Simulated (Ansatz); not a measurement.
Steps of a relaxation of CrH₄N₂O₂ (`[NH2][Cr]([NH2])(=[O])=[O]`) with RKS PBE0-D4/def2-TZVP.

```sh
$ ansatz run in.yaml --threads 4 --pin off --events-out ev --progress --plain --max-ram 10444MiB
```

```yaml
crystal:
  periodic: [false, false, false]
  atoms:
    - {symbol: N, position_ang: [-1.087160, 0.880330, -0.565310]}
    - {symbol: Cr, position_ang: [0.495320, -0.006570, -0.484650]}
    - {symbol: N, position_ang: [0.529240, -0.873790, 1.110550]}
    - {symbol: O, position_ang: [0.428670, -1.104780, -1.570180]}
    - {symbol: O, position_ang: [1.592680, 1.078780, -0.406370]}
    - {symbol: H, position_ang: [-1.229150, 1.850790, -0.300020]}
    - {symbol: H, position_ang: [-1.934080, 0.532820, -1.006860]}
    - {symbol: H, position_ang: [0.955760, -0.518770, 1.961830]}
    - {symbol: H, position_ang: [0.248710, -1.838820, 1.261000]}
basis:
  gaussian: {orbitals: def2-TZVP}
hamiltonian: {xc: pbe0, dispersion: d4}
relax: {f_tol: 0.005, max_steps: 150}
```

Positions (Å) and forces (eV/Å) along the path, 8 of 8 steps:

```xyz
9
step=1 energy=-35551.0885 eV
N    -1.087    0.880   -0.565   -0.248    0.296   -0.330
Cr    0.495   -0.007   -0.485   -2.191    0.017    2.137
N     0.529   -0.874    1.111    0.316   -0.300    0.254
O     0.429   -1.105   -1.570    0.618   -0.139   -0.744
O     1.593    1.079   -0.406    0.767    0.129   -0.603
H    -1.229    1.851   -0.300    0.388   -0.292    0.038
H    -1.934    0.533   -1.007    0.446   -0.208    0.089
H     0.956   -0.519    1.962   -0.073    0.203   -0.443
H     0.249   -1.839    1.261   -0.024    0.293   -0.397
9
step=2 energy=-35551.2014 eV
N    -1.107    0.905   -0.590   -0.201    0.120   -0.025
Cr    0.441   -0.006   -0.432   -0.852    0.006    0.831
N     0.554   -0.898    1.132    0.018   -0.116    0.202
O     0.408   -1.093   -1.539    0.430    0.134   -0.275
O     1.561    1.068   -0.387    0.286   -0.140   -0.422
H    -1.222    1.878   -0.344    0.205   -0.124    0.053
H    -1.932    0.549   -1.055    0.200   -0.143    0.046
H     1.004   -0.536    1.961   -0.039    0.139   -0.200
H     0.292   -1.867    1.254   -0.047    0.123   -0.210
9
step=3 energy=-35551.2490 eV
N    -1.110    0.902   -0.582   -0.114    0.036    0.055
Cr    0.426   -0.006   -0.417    0.164    0.000   -0.160
N     0.545   -0.895    1.134   -0.056   -0.032    0.115
O     0.437   -1.075   -1.548    0.136    0.244    0.125
O     1.571    1.050   -0.415   -0.126   -0.246   -0.136
H    -1.206    1.869   -0.321    0.015    0.029    0.017
H    -1.923    0.525   -1.040   -0.018   -0.032   -0.016
H     0.990   -0.512    1.952    0.015    0.031    0.018
H     0.270   -1.857    1.237   -0.017   -0.030   -0.016
9
step=4 energy=-35551.2558 eV
N    -1.112    0.899   -0.575   -0.032    0.001    0.032
Cr    0.429   -0.006   -0.420    0.146    0.000   -0.142
N     0.538   -0.892    1.136   -0.032    0.000    0.033
O     0.456   -1.066   -1.556    0.034    0.123    0.097
O     1.580    1.040   -0.434   -0.099   -0.124   -0.034
H    -1.205    1.866   -0.310   -0.016    0.009   -0.009
H    -1.925    0.517   -1.031   -0.014    0.014   -0.006
H     0.981   -0.505    1.954    0.006   -0.014    0.014
H     0.258   -1.854    1.236    0.008   -0.009    0.016
9
step=5 energy=-35551.2572 eV
N    -1.115    0.899   -0.571    0.004   -0.011    0.018
Cr    0.431   -0.006   -0.421    0.020    0.000   -0.019
N     0.534   -0.891    1.139   -0.018    0.012   -0.004
O     0.464   -1.061   -1.558    0.001    0.010    0.010
O     1.582    1.034   -0.442   -0.010   -0.010   -0.001
H    -1.208    1.867   -0.311   -0.007    0.005   -0.009
H    -1.927    0.519   -1.031   -0.005    0.010   -0.007
H     0.980   -0.507    1.956    0.007   -0.010    0.005
H     0.259   -1.855    1.238    0.009   -0.005    0.007
9
step=6 energy=-35551.2579 eV
N    -1.128    0.898   -0.556    0.052   -0.038    0.017
Cr    0.420   -0.005   -0.411   -0.006    0.000    0.006
N     0.519   -0.890    1.151   -0.015    0.038   -0.053
O     0.455   -1.060   -1.548    0.006   -0.001   -0.007
O     1.572    1.034   -0.433    0.007    0.001   -0.006
H    -1.202    1.876   -0.334   -0.021    0.049    0.000
H    -1.921    0.529   -1.053   -0.046    0.002   -0.025
H     1.003   -0.517    1.951    0.024   -0.001    0.047
H     0.283   -1.864    1.234   -0.001   -0.049    0.022
9
step=7 energy=-35551.2580 eV
N    -1.146    0.899   -0.539   -0.069    0.057   -0.031
Cr    0.405   -0.005   -0.396    0.006    0.000   -0.006
N     0.501   -0.890    1.170    0.029   -0.057    0.071
O     0.443   -1.057   -1.534    0.002    0.003    0.001
O     1.557    1.032   -0.422   -0.001   -0.003   -0.002
H    -1.199    1.893   -0.371    0.005   -0.081   -0.011
H    -1.917    0.547   -1.088    0.060    0.025    0.045
H     1.037   -0.536    1.948   -0.044   -0.025   -0.061
H     0.319   -1.881    1.231    0.012    0.082   -0.006
9
step=8 energy=-35551.2585 eV
N    -1.140    0.898   -0.545   -0.003    0.003   -0.004
Cr    0.410   -0.005   -0.401    0.000    0.000    0.001
N     0.507   -0.890    1.164    0.004   -0.004    0.003
O     0.448   -1.058   -1.539   -0.001    0.004    0.005
O     1.563    1.032   -0.427   -0.005   -0.004    0.001
H    -1.202    1.887   -0.359    0.004   -0.003    0.002
H    -1.919    0.542   -1.076    0.004   -0.003    0.001
H     1.026   -0.531    1.950   -0.001    0.003   -0.004
H     0.308   -1.876    1.234   -0.001    0.003   -0.004
```

Hardware: 4 threads of an Arm Neoverse V1 on a shared host. Wall time 30 s, peak host memory 0.51 GiB.
